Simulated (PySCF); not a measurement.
Energy of Pd⁻ (palladium, charge -1) between two integer charges

The 5s alpha orbital of [Kr] 4d10 5s1 is emptied in steps (occupation f), with all orbitals relaxed, ending at [Kr] 4d10. Calculation: PySCF 2.14, in aug-cc-pVTZ-PP with ECP28MDF; a scalar-relativistic core potential. The exact energy is a straight line in f; departures are measured from the line between the end points of the same method.

Q: Among PBE0, r2SCAN, LC-wPBE, which shows the largest delocalisation error (convex curve), and which is closest to linear?

A: Most convex: r2SCAN (-0.522 eV at f = 0.5); closest to linear: LC-wPBE (0.033 eV).

```tsv
f	PBE0 (eV)	r2SCAN (eV)	LC-wPBE (eV)
1	0.000	0.000	0.000
0.9	-0.135	-0.176	0.012
0.7	-0.322	-0.427	0.028
0.5	-0.393	-0.522	0.033
0.3	-0.337	-0.447	0.026
0.1	-0.147	-0.195	0.011
0	0.000	0.000	0.000
```

```csv
method,E(f=0) − E(f=1) (eV),−ε at f=1 (eV),−ε at f=0.5 (eV)
PBE0,0.613,-0.861,0.569
r2SCAN,0.839,-1.063,0.786
LC-wPBE,0.270,0.409,0.263
```

At f = 1 the orbital energy is positive for PBE0, r2SCAN: only the finite basis holds the electron.

Reference removal energy between the ground levels: 0.562 eV (measured; photodetachment measurements, as compiled on the Wikipedia data page of electron affinities).
